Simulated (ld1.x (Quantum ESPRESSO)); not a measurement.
Se (Z = 34): excitation energies, all-electron against PAW

selenium, PAW, made with ld1.x (Quantum ESPRESSO) 7.5 (PBE, fully relativistic). Core [Ar], reference 3d10 4s2 4p3.5 (charge +0.5). Waves: 4s (bound): rcut 1.25, rcutus 1.65 bohr; 4s channel at -0.9 Ry: rcut 1.25, rcutus 1.65 bohr; 4p (bound): rcut 1.10, rcutus 1.50 bohr; 4p channel at 0.25 Ry: rcut 1.10, rcutus 1.50 bohr; 3d (bound): rcut 0.95, rcutus 1.05 bohr; 3d channel at 0.65 Ry: rcut 0.95, rcutus 1.05 bohr. Local part: all-electron potential smoothed inside 1.05 bohr (lloc = -2). Core correction: Bessel-smoothed model core, default radius (core density twice the valence density). Augmentation charge: BESSEL, radius 0.70 bohr.

Open shells are filled in proportion to 2j + 1 (rel_dist='average').

Energies are relative to the spin-unpolarised reference configuration 3d10 4s2 4p3.5; without spin polarisation the order of configurations can differ from experiment.

```json
{"valence configuration": "3d10 4s2 4p3", "charge": "+1", "ΔE all-electron (eV)": "6.538", "error AE − PS (meV)": "0.0"}
{"valence configuration": "3d10 4s2 4p2", "charge": "+2", "ΔE all-electron (eV)": "26.891", "error AE − PS (meV)": "-0.4"}
{"valence configuration": "3d9 4s2 4p4", "charge": "+1", "ΔE all-electron (eV)": "59.769", "error AE − PS (meV)": "-87"}
{"valence configuration": "3d10 4s2 4p1", "charge": "+3", "ΔE all-electron (eV)": "57.765", "error AE − PS (meV)": "-2.8"}
{"valence configuration": "3d10 4s2 4p4.3", "charge": "-0.3", "ΔE all-electron (eV)": "-5.906", "error AE − PS (meV)": "0.0"}
```

(1) What are ΔE and the potential's error for 3d10 4s2 4p4?

(2) What are ΔE and the potential's error for 3d10 4s1 4p5?

The ghost test of this file was not conclusive.

Answers

(1) ΔE = -4.312 eV all-electron; the error (AE − PS) is 0.0 meV.

(2) ΔE = 6.563 eV all-electron; the error (AE − PS) is +2.0 meV.
